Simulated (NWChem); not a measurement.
System: MoNH₃S₂O; SMILES [O]=[Mo]([SH])([SH])=[NH]

Here is an NWChem input.

```
start job
memory heap 200 mb stack 900 mb global 1100 mb
geometry units angstroms noautoz
  Mo     0.282351    -0.009940     0.000000
  O      1.233461     1.365912     0.000000
  N      1.208889    -1.461069     0.000000
  H      2.149509    -1.859632     0.000000
  S     -0.976581    -0.120376    -1.969728
  H     -1.266493     1.203528    -1.964529
  S     -0.976581    -0.120376     1.969728
  H     -1.266493     1.203528     1.964529
end
basis spherical
  * library def2-svp
end
ecp
  Mo library def2-ecp
end
dft
  xc b3lyp
  iterations 150
  mulliken
end
task dft energy
```

Excerpt of the output:

```
             Northwest Computational Chemistry Package (NWChem) 7.3.0
             --------------------------------------------------------

 CS  symmetry detected

                             Geometry "geometry" -> ""
                             -------------------------

 Output coordinates in angstroms (scale by  1.889725989 to convert to a.u.)

  No.       Tag          Charge          X              Y              Z
 ---- ---------------- ---------- -------------- -------------- --------------
    1 Mo                  42.0000     0.29878085     0.00979241     0.00000000
    2 O                    8.0000     1.30942464     1.34252573     0.00000000
    3 N                    7.0000     1.16066421    -1.48064548     0.00000000
    4 H                    1.0000     2.08286371    -1.92015263     0.00000000
    5 S                   16.0000    -0.96378769    -0.04522186     1.96972800
    6 H                    1.0000    -1.19524989     1.29014177     1.96452900
    7 S                   16.0000    -0.96378769    -0.04522186    -1.96972800
    8 H                    1.0000    -1.19524989     1.29014177    -1.96452900

 Effective nuclear repulsion energy (a.u.)     677.8362654776

      Symmetry information
      --------------------

 Group name             Cs
 Group number              2
 Group order               2
 No. of unique centers     6

                                 NWChem DFT Module
                                 -----------------

 Summary of "ao basis" -> "ao basis" (spherical)
 ------------------------------------------------------------------------------
       Tag                 Description            Shells   Functions and Types
 ---------------- ------------------------------  ------  ---------------------
 Mo                         def2-svp                11       31   5s3p2d1f
 O                          def2-svp                 6       14   3s2p1d
 N                          def2-svp                 6       14   3s2p1d
 H                          def2-svp                 3        5   2s1p
 S                          def2-svp                 8       18   4s3p1d

      Symmetry analysis of basis
      --------------------------

        a'         68
        a"         42

            General Information
            -------------------
          SCF calculation type: DFT
          Wavefunction type:  closed shell.
          No. of atoms     :     8
          No. of electrons :    64
           Alpha electrons :    32
            Beta electrons :    32
          Charge           :     0
          Spin multiplicity:     1
          Use of symmetry is: on ; symmetry adaption is: on
          Maximum number of iterations: 150
          AO basis - number of functions:   110
                     number of shells:    48
          Convergence on energy requested:  1.00D-06
          Convergence on density requested:  1.00D-05
          Convergence on gradient requested:  5.00D-04

              XC Information
              --------------
                         B3LYP Method XC Potential
                     Hartree-Fock (Exact) Exchange  0.200
                        Slater Exchange Functional  0.800 local
                    Becke 1988 Exchange Functional  0.720 non-local
              Lee-Yang-Parr Correlation Functional  0.810
                  VWN I RPA Correlation Functional  0.190 local

             Grid Information
             ----------------
          Grid used for XC integration:  medium
          Radial quadrature: Mura-Knowles
          Angular quadrature: Lebedev.
          Tag              B.-S. Rad. Rad. Pts. Rad. Cut. Ang. Pts.
          ---              ---------- --------- --------- ---------
          Mo                  1.45      123           9.0       590
          O                   0.60       49          10.0       434
          N                   0.65       49          11.0       434
          H                   0.35       45          12.0       434
          S                   1.00       88          11.0       590
          Grid pruning is: on
          Number of quadrature shells:   399
          Spatial weights used:  Erf1

      Superposition of Atomic Density Guess
      -------------------------------------

 Sum of atomic energies:       -1002.41979732

      Non-variational initial energy
      ------------------------------

 Total energy =    -993.266375
 1-e energy   =   -2044.341921
 2-e energy   =     723.246725
 HOMO         =      -0.322038
 LUMO         =      -0.050926

      Symmetry analysis of molecular orbitals - initial
      -------------------------------------------------

  Numbering of irreducible representations:

     1 a'          2 a"

  Orbital symmetries:

     1 a'          2 a"          3 a'          4 a'          5 a'
     6 a"          7 a'          8 a"          9 a'         10 a"
    11 a'         12 a"         13 a'         14 a'         15 a'
    16 a"         17 a'         18 a'         19 a'         20 a"
    21 a'         22 a"         23 a'         24 a'         25 a'
    26 a"         27 a"         28 a'         29 a'         30 a"
    31 a'         32 a"         33 a'         34 a"         35 a"
    36 a'         37 a'         38 a'         39 a"         40 a'
    41 a'         42 a"

     ---------------------------------------------
      Total Density - Mulliken Population Analysis
     ---------------------------------------------

[...]
```

Level: B3LYP/def2-SVP with def2 effective core potentials on Mo. Structure relaxed at the PBE0/def2-SVP level. Not confirmed as a minimum by frequencies. def2 effective core potentials on Mo; no spin-orbit coupling.
